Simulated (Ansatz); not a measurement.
Breaking the Bi1–H2 bond in BiClH2 (SMILES [Cl][BiH2]) (multiplicity 1 held, fragments rigid). Energies count from the point at 1.802 Å.
Geometry at that point (charge 0, multiplicity 1):
```xyz
4

Bi    -0.2674    -0.2143     0.2276
H     -1.6569     0.3555    -0.7689
H     -0.1066    -1.6562    -0.8418
Cl     1.4091     1.1227    -1.0164
```

Restricted levels (R-, RO-) in cc, def2 and unpolarised 6-31G sets keep to the state of the molecule at rest. U- levels take the lowest unrestricted solution at each point, which mixes spins at long bonds. Levels need not reach the same state.

Programs: Ansatz (a first-principles code) with Gaussian orbitals. Values without a source in brackets are computed. In def2 rows elements past Kr take small-core potentials, without spin–orbit coupling.

Problem. One of these levels gives 258.8 kJ/mol for the energy at R = 5.767 Å. Name it.
A) R-wB97X-V/def2-TZVPP
B) U-HF/def2-TZVPP
C) R-PBE/def2-TZVPP
D) U-B3LYP/def2-TZVPP

Solution. D, U-B3LYP/def2-TZVPP. The others give 166.8 (U-HF/def2-TZVPP), 370.4 (R-PBE/def2-TZVPP), 559.6 (R-wB97X-V/def2-TZVPP)

Doubts at one or more of the structures used: a spin-contaminated determinant (U-HF/def2-TZVPP, U-B3LYP/def2-TZVPP); a restricted determinant that unrestricted orbitals would lower (R-PBE/def2-TZVPP, R-wB97X-V/def2-TZVPP).
